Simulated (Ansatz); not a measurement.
```yaml
crystal:
  periodic: [false, false, false]
  atoms:
    - {symbol: C, position_ang: [-0.460903, 0.813898, -0.411317]}
    - {symbol: Al, position_ang: [1.417776, 0.229880, -0.478760]}
    - {symbol: O, position_ang: [1.024506, -1.149828, 0.489455]}
    - {symbol: Si, position_ang: [-0.595428, -0.759008, 0.616235]}
    - {symbol: H, position_ang: [-0.669879, 1.746560, 0.116997]}
    - {symbol: H, position_ang: [-1.014004, 0.818162, -1.352806]}
    - {symbol: H, position_ang: [2.833515, 0.615254, -1.053505]}
    - {symbol: H, position_ang: [-1.456067, -1.817432, 0.022406]}
    - {symbol: H, position_ang: [-0.991116, -0.543686, 2.034194]}
basis:
  gaussian: {orbitals: def2-mTZVPP}
total_charge: -1
magnetization: {spin_polarized: true, initial_magnetization: 1}
hamiltonian: {xc: {name: HF}}
correlation: {method: mp2, frozen_orbitals: {C: 0}}
scf: {lower_state_search: off}
output: {forces: true}
```

```sh
$ ansatz run in.yaml --threads 2 --pin off --events-out ev --progress --plain --max-ram 4352MiB
```

(1) How does Ansatz answer? (Estimate.)

## Answers

(1) The calculation gave: The input was rejected before any iteration.
```
Functional definition: HF
Error: "frozen_orbitals" has no count for Al
```
